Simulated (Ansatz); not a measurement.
Consider the redistribution: `[SH][SnH2][SH]` + `[F][In]([F])[SH]` → `[F][SnH2][SH]` + `[F][In]([SH])[SH]`.

Calculated with Ansatz (gas phase, PBE0-D4/def2-TZVP geometries, no zero-point term in ΔE). CBS: MP2 limit from def2 TZ/QZ plus the TZ coupled-cluster correction, frozen cores. def2 core potentials past Kr. For In, Sn outer-core shells are correlated without core-valence functions, which leaves a few kJ/mol of doubt a bond. Each species was taken in one conformer, which may not be the lowest.

`[SH][SnH2][SH]`:

```xyz
7

S    -2.025    0.654   -0.298
Sn    0.077   -0.496   -0.466
S     1.943    0.976   -0.126
H    -2.055    0.567    1.041
H     0.112   -1.720    0.719
H     0.206   -1.043   -2.069
H     1.741    1.063    1.199
```

`[F][In]([F])[SH]`:

```xyz
5

F     0.533   -1.842    0.761
In    0.465    0.046    0.348
F     1.867    1.031    1.234
S    -1.147    0.983   -1.067
H    -1.718   -0.217   -1.276
```

`[F][SnH2][SH]`:

```xyz
6

F     0.084    1.953   -0.544
Sn    0.302    0.042   -0.483
S    -1.458   -0.832    0.859
H     0.091   -0.482   -2.083
H     1.824   -0.169    0.241
H    -0.843   -0.512    2.010
```

`[F][In]([SH])[SH]`:

Z-matrix (Å, degrees):
```
In
S 1 2.360
S 1 2.357 2 131.6
F 1 1.946 2 113.6 3 -179.9
H 2 1.345 1 91.3 3 180.0
H 3 1.344 1 92.9 2 0.3
```

| species | CCSD(T)/CBS(def2) energy (Eh) |
| --- | --- |
| `[SH][SnH2][SH]` | -1012.02124 |
| `[F][In]([F])[SH]` | -787.86618 |
| `[F][SnH2][SH]` | -713.44162 |
| `[F][In]([SH])[SH]` | -1086.46010 |

Problem. Work out ΔE.

Solution. ΔE = (-713.44162) + (-1086.46010) − (-1012.02124) − (-787.86618) = -0.01430 Eh = -37.5 kJ/mol.

Problem. What do rigid-rotor, harmonic-oscillator terms from PBE0-D4/def2-TZVP frequencies (298.15 K, 1 bar) make of the CCSD(T)/CBS value? (Estimate.)

Solution. Ansatz gave: ΔZPE = +1.4 kJ/mol, ΔH = -37.2 kJ/mol, ΔS = -21 J/(mol·K), ΔG = -30.8 kJ/mol. Modes under 50 cm⁻¹ make the entropy rough.

Largest T1 diagnostic among the species: 0.016.

Leaving LDA and LC-ωPBE aside and taking each functional with its dispersion term where it has one, the values, not all of them listed here, spread over 7.8 kJ/mol, from B97M-V to revPBE-D4. LDA lies −3.6 kJ/mol from PBE without D4.
